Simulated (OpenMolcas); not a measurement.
An atom or ion with 38 electrons was computed by MS-CASPT2, IPEA 0.25 Eh, imaginary shift 0.1 Eh with spin-orbit coupling (OpenMolcas, ANO-RCC-VQZP, DKH2). The lowest levels that the run gave, each within 12 % of the measured value where one is at hand:

```
J  Parity  E (cm-1)      g
2    even       0.0  0.671
3    even       713  1.084
4    even      1543  1.250
2    even      5410  1.007
0    even      8590       
1    even      8870  1.501
2    even      9380  1.490
4    even     11070  1.000
1    even     19100  0.499
2    even     19480  1.166
3    even     20160  1.334
0    even     23340
```

Q: Which ion is it, and what are the configurations and terms?

A: Zr2+ (Z = 40, charge +2; active space 2 electrons in 6 orbitals (4d 5s)). J, parity and g give the terms where levels are pure, and mixed ones are named by the computed weights; the size of the splittings, set against known spectra of the 38-electron sequence, gives the charge. In order, with the measured energies in cm-1 (Moore, Atomic Energy Levels, vol. II, NSRDS-NBS 35 (1971 reprint of NBS Circular 467, 1952); NIST levels as listed in Rynkun, Gaigalas and Jonsson, Astron. Astrophys. 637, A10 (2020)): 4d2 3F2, 4d2 3F3 (681), 4d2 3F4 (1486), 4d2 1D2 (5742), 4d2 3P0 (8062), 4d2 3P1 (8326), 4d2 3P2 (8838), 4d2 1G4 (11049), 4d 5s 3D1 (18399), 4d 5s 3D2 (18803), 4d 5s 3D3, 4d2 1S0 (23979).

Term energies are means over components that CASPT2 splits; among the terms shown or strongly mixed into the levels shown the widest spread is 740 cm-1 (4d2 1G). Terms from blocks run as CI alone lack orbitals of their own. A single d shell beside an s shell can misplace configurations of different d count against each other. Computed and measured levels are paired by configuration, term and J; levels that our copy of the source lacks, or whose pairing is in doubt (as where it misses far off the trend of its configuration), stay unpaired and out of the deviations. Levels of configurations outside the active space are missing.
